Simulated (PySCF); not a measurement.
Spin-orbit coupling and the third ionisation energy along group 13

Two-component X2C-1e calculated with PySCF 2.14: MP2 on generalised Hartree-Fock spinors (GMP2), with spin-orbit coupling off and on (screened by Boettger's factors); no Breit or QED terms. Values in eV; the references (NIST) lie between the lowest levels. Elements whose determinants are no pure J levels are left out.

| element | configurations | spin-free | with spin-orbit | shift | reference |
| --- | --- | --- | --- | --- | --- |
| B (x2c-QZVPPall-2c, 1s2 frozen) | [He] 2s1 → 1s2 | 37.829 | 37.829 | 0.000 | 37.931 |
| Al (x2c-QZVPPall-2c, [Ne] frozen) | [Ne] 3s1 → [Ne] | 28.089 | 28.089 | 0.000 | 28.448 |
| Ga (x2c-QZVPPall-2c, [Ne] frozen) | [Ar] 3d10 4s1 → [Ar] 3d10 | 30.691 | 30.691 | 0.000 | 30.726 |
| In (x2c-QZVPPall-2c, [Ar] 3d10 frozen) | [Kr] 4d10 5s1 → [Kr] 4d10 | 28.068 | 28.070 | 0.002 | 28.044 |

What remains against the references is mostly the basis and correlation beyond MP2.
